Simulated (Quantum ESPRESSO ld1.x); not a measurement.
Tc II, 42 electrons, occupied as [Kr] 4d3 5s2 5p1 (not the ground configuration).

Method: scalar-relativistic Kohn-Sham, LDA (Slater exchange, Perdew-Zunger correlation), spin-polarised, spherical densities, point nucleus; open shells are filled with parallel spins first; computed with ld1.x of Quantum ESPRESSO 7.5.

Energy parts (hartree):
part                       energy
total                  -4280.5046
kinetic                 4418.8462
electron-nucleus      -10295.2737
Hartree                 1719.1702
exchange-correlation    -123.2473

Orbitals (lengths in bohr, moments of r in powers of bohr; r(90%) holds 90 % of the orbital's charge):
1s up: occ. 1; eigenvalue (hartree) -766.509; r(90%) 0.0615; <1/r> 44.66
1s down: occ. 1; eigenvalue (hartree) -766.508; r(90%) 0.0615; <1/r> 44.66
2s up: occ. 1; eigenvalue (hartree) -109.960; r(90%) 0.231; <1/r> 10.07
2s down: occ. 1; eigenvalue (hartree) -109.944; r(90%) 0.231; <1/r> 10.07
2p up: occ. 3; eigenvalue (hartree) -98.5517; r(90%) 0.212; <1/r> 9.788
2p down: occ. 3; eigenvalue (hartree) -98.5383; r(90%) 0.212; <1/r> 9.789
3s up: occ. 1; eigenvalue (hartree) -19.6691; r(90%) 0.615; <1/r> 3.475
3s down: occ. 1; eigenvalue (hartree) -19.6567; r(90%) 0.614; <1/r> 3.475
3p up: occ. 3; eigenvalue (hartree) -15.9259; r(90%) 0.630; <1/r> 3.310
3p down: occ. 3; eigenvalue (hartree) -15.9123; r(90%) 0.629; <1/r> 3.310
3d up: occ. 5; eigenvalue (hartree) -9.85136; r(90%) 0.637; <1/r> 3.082
3d down: occ. 5; eigenvalue (hartree) -9.83355; r(90%) 0.637; <1/r> 3.083
4s up: occ. 1; eigenvalue (hartree) -3.34156; r(90%) 1.52; <1/r> 1.307
4s down: occ. 1; eigenvalue (hartree) -3.26391; r(90%) 1.52; <1/r> 1.312
4p up: occ. 3; eigenvalue (hartree) -2.29900; r(90%) 1.70; <1/r> 1.172
4p down: occ. 3; eigenvalue (hartree) -2.21771; r(90%) 1.70; <1/r> 1.176
4d up: occ. 3; eigenvalue (hartree) -0.81353; r(90%) 2.36; <1/r> 0.8734
4d down: occ. 0; eigenvalue (hartree) -0.73229; r(90%) 2.40; <1/r> 0.8680
5s up: occ. 1; eigenvalue (hartree) -0.56398; r(90%) 3.98; <1/r> 0.4730
5s down: occ. 1; eigenvalue (hartree) -0.51545; r(90%) 4.10; <1/r> 0.4590
5p up: occ. 1; eigenvalue (hartree) -0.35575; r(90%) 4.87; <1/r> 0.3863
5p down: occ. 0; eigenvalue (hartree) -0.31960; r(90%) 5.08; <1/r> 0.3698

The highest occupied level is 5p up at -9.681 eV. The configuration is held as typed, so some empty levels lie below it. Spin moment in Bohr magnetons: 4. Summed over all electrons, <r^2> = 53.36 bohr^2, which gives a Langevin (diamagnetic) susceptibility term of -42.3 x 10^-6 cm^3/mol. The density falls to 0.001 e/bohr^3 at r = 4.65 bohr.
